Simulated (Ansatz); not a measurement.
An input meant for BBr₃ (charge 0, singlet; scaled by 1.05).

```yaml
crystal:
  periodic: [false, false, false]
  atoms:
    - {symbol: B, position_ang: [-0.000018, 0.000010, 0.001559]}
    - {symbol: Br, position_ang: [1.993773, -0.028980, 0.014532]}
    - {symbol: Br, position_ang: [-0.971691, 1.741127, -0.017262]}
    - {symbol: Br, position_ang: [-1.022065, -1.712146, 0.001171]}
basis:
  gaussian: {orbitals: def2-TZVP}
total_charge: 4
hamiltonian: {xc: {name: r2SCAN0}}
scf: {omitted_lower_state_checks: [starts]}
output: {forces: true}
```

```sh
$ ansatz run in.yaml --threads 2 --pin off --events-out ev --progress --plain --max-ram 4352MiB
```

Shortened log:

```
Functional definition: r2SCAN0
1408 factors; their error is unknown
mean field evaluation 1: about -210725.0225 eV, gradient 6.1e1 eV
mean field evaluation 2: about -210688.0715 eV, gradient 1.1e2 eV
mean field evaluation 4: about -210708.1563 eV, gradient 7.5e1 eV
mean field evaluation 8: about -210735.1491 eV, gradient 4.6e0 eV
mean field evaluation 16: about -210736.5486 eV, gradient 4.6e-3 eV
mean field evaluation 32: about -210736.5486 eV, gradient 2.3e-7 eV
mean field -210736.54863375 eV, -7744.4253199273 hartree, gradient 2.3e-7 eV, S^2 0.000000; 0 other end points of the search recorded, 0 dependent functions left out
reference -210736.54864340 eV, -7744.4253202819 hartree; 53, 53 occupied and 122, 122 virtual orbitals, 1408 factors
Total energy: -210736.54864340 eV, -7744.4253202819 hartree
Atom 0 at    -0.000018     0.000010     0.001559 Å, force    -0.117591     0.210768     0.020344 eV/Å
Atom 1 at     1.993773    -0.028980     0.014532 Å, force     0.184045     0.021775    -0.006284 eV/Å
Atom 2 at    -0.971691     1.741127    -0.017262 Å, force     0.048720    -0.087272    -0.006450 eV/Å
Atom 3 at    -1.022065    -1.712146     0.001171 Å, force    -0.115175    -0.145271    -0.007610 eV/Å
Dipole moment:     0.031505    -0.056402     0.003337 e Å
Checks for a lower state left out: starts
```

In this input the charge is far from what the species holds (4 typed, 0 meant). The calculation finished and met its thresholds. The result belongs to that input, not to the species as meant.
